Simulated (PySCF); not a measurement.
## Correlation energy of Sr (strontium, neutral)

[Kr] 5s2, closed-shell 1S. All numbers are calculated (PySCF 2.14, the spin-free X2C one-electron Hamiltonian (Gaussian nucleus), in ANO-RCC-VTZP (7s6p3d1f, 47 functions)). Frozen: [Kr]; 2 electrons correlated.

With two correlated electrons CCSD is exact within the correlated space (frozen core and kept virtual orbitals).

```tsv
level	correlation energy (mhartree)
CCSD	-25.67
```

Diagnostics: T1 = 0.011, D1 = 0.0152, largest double amplitude 0.134.

Cost of the coupled-cluster step: about 0.17 core-seconds, for 2 correlated electrons.

Iterations:

```
CC2 = 0
CCSD nocc = 1, nmo = 29
frozen orbitals [0, 1, 2, 3, 4, 5, 6, 7, 8, 9, 10, 11, 12, 13, 14, 15, 16, 17]
max_cycle = 100
direct = 0
conv_tol = 1e-08
conv_tol_normt = 1e-06
diis_space = 8
diis_start_cycle = 0
Init t2, MP2 energy = -3177.25126299496  E_corr(MP2) -0.0167438229193608
Init E_corr(CCSD) = -0.0167438229193866
cycle = 1  E_corr(CCSD) = -0.0220361388981008  dE = -0.00529231598  norm(t1,t2) = 0.0623276
cycle = 2  E_corr(CCSD) = -0.0240282616438142  dE = -0.00199212275  norm(t1,t2) = 0.0276227
cycle = 3  E_corr(CCSD) = -0.0256088402044046  dE = -0.00158057856  norm(t1,t2) = 0.0137714
cycle = 4  E_corr(CCSD) = -0.0256604592565634  dE = -5.16190522e-05  norm(t1,t2) = 0.00304575
cycle = 5  E_corr(CCSD) = -0.0256754203786878  dE = -1.49611221e-05  norm(t1,t2) = 0.000494213
cycle = 6  E_corr(CCSD) = -0.0256670973340306  dE = 8.32304466e-06  norm(t1,t2) = 8.02176e-05
cycle = 7  E_corr(CCSD) = -0.025667935244249  dE = -8.37910218e-07  norm(t1,t2) = 1.81259e-05
cycle = 8  E_corr(CCSD) = -0.0256683309244522  dE = -3.95680203e-07  norm(t1,t2) = 2.6668e-06
cycle = 9  E_corr(CCSD) = -0.0256682127924287  dE = 1.18132023e-07  norm(t1,t2) = 7.44985e-07
cycle = 10  E_corr(CCSD) = -0.0256682398845588  dE = -2.70921301e-08  norm(t1,t2) = 2.50402e-07
cycle = 11  E_corr(CCSD) = -0.0256682393349434  dE = 5.49615471e-10  norm(t1,t2) = 1.33943e-08
CCSD converged
E(CCSD) = -3177.260187411374  E_corr = -0.02566823933494337
```
